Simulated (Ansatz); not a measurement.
`O[BH][GeH3]` + H₂Te → `OB[TeH]` + GeH₄ at 400 K and 1 bar (cleavage of the B–Ge bond).

Isolated molecules relaxed with PBE0-D4/def2-TZVP in Ansatz; ΔE leaves out vibrations. CCSD(T)/CBS is the MP2 limit (def2-TZVPP, def2-QZVPP) plus CCSD(T) − MP2 in def2-TZVPP, frozen cores. Elements past krypton have def2 core potentials. For Ge, Te outer-core shells are correlated without core-valence functions, which leaves a few kJ/mol of doubt a bond. Scalar relativity is left out up to krypton. One conformer a species, not always the lowest.

```
      species  CCSD(T)/CBS energy (Eh)  H − E (kJ/mol)  S (J/(mol·K))
`O[BH][GeH3]`              -2179.11235           158.3          335.7
         H₂Te               -268.91024            45.0          239.1
    `OB[TeH]`               -369.55161           112.6          318.1
         GeH₄              -2078.49493            93.6          231.8
```

H − E and S are ideal-gas, rigid-rotor, harmonic terms from PBE0-D4/def2-TZVP, for one conformer and one mirror image of each species. 1 Eh = 2625.50 kJ/mol, R = 8.31446 J/(mol·K).

By hand: ΔE, ΔH, ΔS and ΔG.

ΔE = (-369.55161) + (-2078.49493) − (-2179.11235) − (-268.91024) = -0.02395 Eh = -62.9 kJ/mol. Δ(H − E) = 112.6 + 93.6 − 158.3 − 45.0 = 2.9, so ΔH = -60.0 kJ/mol. ΔS = 318.1 + 231.8 − 335.7 − 239.1 = -24.9 J/(mol·K). ΔG = -60.0 − 400 × (-24.9)/1000 = -50.0 kJ/mol.

By hand: the equilibrium constant, and the temperature at which ΔG would vanish if ΔH and ΔS stayed fixed.

log₁₀ K = −ΔG/(RT ln 10) = 6.5. ΔG = 0 at ΔH/ΔS = 2410 K.

ΔH outweighs TΔS. A doubt of 5 kJ/mol in ΔE shifts log₁₀ K by 0.7 here. Other conformers and mirror images would add mixing entropy, several J/(mol·K) or more a flexible species. These are equilibria of isolated gas molecules and say nothing of rates. Largest T1 diagnostic: 0.013 (customary marks: 0.02 for closed shells, 0.045 for open ones).
